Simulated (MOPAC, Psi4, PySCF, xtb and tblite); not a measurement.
Conformational energy of SMILES CO[SiH2]CC(C)C (C₅H₁₄OSi). Scanned: dihedral C1–O2–Si3–C4; all other coordinates were relaxed at GFN2-xTB. Points at φ and −φ are mirror images.

Geometry of the scan point at 135° (Å):
```
21

C      3.8617    -0.5316    -0.2223
O      2.5728    -0.0543    -0.0005
Si     1.1273    -0.7432    -0.2740
C      0.1126    -0.4047     1.2922
C     -1.4004    -0.4496     1.0849
C     -2.1266    -0.0423     2.3669
C     -1.8566    -1.8370     0.6460
H      4.5384    -0.0231     0.4664
H      3.9217    -1.6091    -0.0570
H      4.1728    -0.3200    -1.2493
H      0.5556    -0.1256    -1.4751
H      1.2872    -2.1855    -0.5140
H      0.3777    -1.1188     2.0758
H      0.3820     0.5824     1.6755
H     -1.6637     0.2650     0.2970
H     -1.8279     0.9565     2.6780
H     -3.2045    -0.0451     2.2173
H     -1.8910    -0.7367     3.1713
H     -2.9397    -1.8695     0.5462
H     -1.5581    -2.5819     1.3808
H     -1.4137    -2.1005    -0.3103
```

Levels: GFN2-xTB (xtb and tblite); B3LYP/def2-SVP // GFN2-xTB (Psi4); B3LYP-D3(BJ)/def2-SVP // GFN2-xTB (Psi4); PBE/def2-SVP // GFN2-xTB (Psi4); PBE-D3(BJ)/def2-SVP // GFN2-xTB (Psi4); PM7, restricted, heats of formation // GFN2-xTB (MOPAC); RKS-B3LYP/6-31G* = restricted B3LYP/6-31G*, spherical d, density fitting // GFN2-xTB in PySCF; RHF/LANL2DZ = PySCF 2.14.0 with restricted Hartree-Fock/LANL2DZ, with its core potentials past Ne // GFN2-xTB; RHF/6-31G* = restricted Hartree-Fock/6-31G*, spherical d, density fitting // GFN2-xTB in PySCF; RKS-BP86/6-31G* = restricted BP86/6-31G*, spherical d, density fitting // GFN2-xTB in PySCF.

Least-squares fit of E(φ) = a0 + Σ (a_n cos nφ + b_n sin nφ), n = 1 to 4, to the 24 scan points, in kJ/mol above the lowest point of each profile (levels whose profile four harmonics don't fit are not listed):

```json
[
 {"method": "GFN2-xTB", "a0": "6.74", "a1": "2.73", "b1": "0.00", "a2": "-1.31", "b2": "0.00", "a3": "3.01", "b3": "0.00", "a4": "0.08", "b4": "0.00", "rms of fit": "0.10"},
 {"method": "B3LYP/def2-SVP", "a0": "4.11", "a1": "3.08", "b1": "0.00", "a2": "-0.25", "b2": "0.00", "a3": "0.89", "b3": "0.00", "a4": "0.19", "b4": "0.00", "rms of fit": "0.11"},
 {"method": "B3LYP-D3(BJ)/def2-SVP", "a0": "3.92", "a1": "2.46", "b1": "0.00", "a2": "-0.60", "b2": "0.00", "a3": "1.04", "b3": "0.00", "a4": "0.23", "b4": "0.00", "rms of fit": "0.12"},
 {"method": "PBE/def2-SVP", "a0": "4.09", "a1": "2.81", "b1": "0.00", "a2": "-0.18", "b2": "0.00", "a3": "1.31", "b3": "0.00", "a4": "0.23", "b4": "0.00", "rms of fit": "0.11"},
 {"method": "PBE-D3(BJ)/def2-SVP", "a0": "3.90", "a1": "2.37", "b1": "0.00", "a2": "-0.38", "b2": "0.00", "a3": "1.39", "b3": "0.00", "a4": "0.25", "b4": "0.00", "rms of fit": "0.11"},
 {"method": "PM7", "a0": "2.31", "a1": "-0.67", "b1": "0.00", "a2": "0.85", "b2": "0.00", "a3": "1.34", "b3": "0.00", "a4": "0.17", "b4": "0.00", "rms of fit": "0.18"},
 {"method": "RKS-B3LYP/6-31G*", "a0": "4.06", "a1": "2.54", "b1": "0.00", "a2": "-0.21", "b2": "0.00", "a3": "1.44", "b3": "0.00", "a4": "0.18", "b4": "0.00", "rms of fit": "0.11"},
 {"method": "RHF/LANL2DZ", "a0": "2.64", "a1": "2.66", "b1": "0.00", "a2": "-0.26", "b2": "0.00", "a3": "-0.94", "b3": "0.00", "a4": "0.12", "b4": "0.00", "rms of fit": "0.12"},
 {"method": "RHF/6-31G*", "a0": "5.06", "a1": "3.51", "b1": "0.00", "a2": "-0.68", "b2": "0.00", "a3": "0.94", "b3": "0.00", "a4": "0.11", "b4": "0.00", "rms of fit": "0.15"},
 {"method": "RKS-BP86/6-31G*", "a0": "3.86", "a1": "2.33", "b1": "0.00", "a2": "-0.02", "b2": "0.00", "a3": "1.72", "b3": "0.00", "a4": "0.21", "b4": "0.00", "rms of fit": "0.11"}
]
```
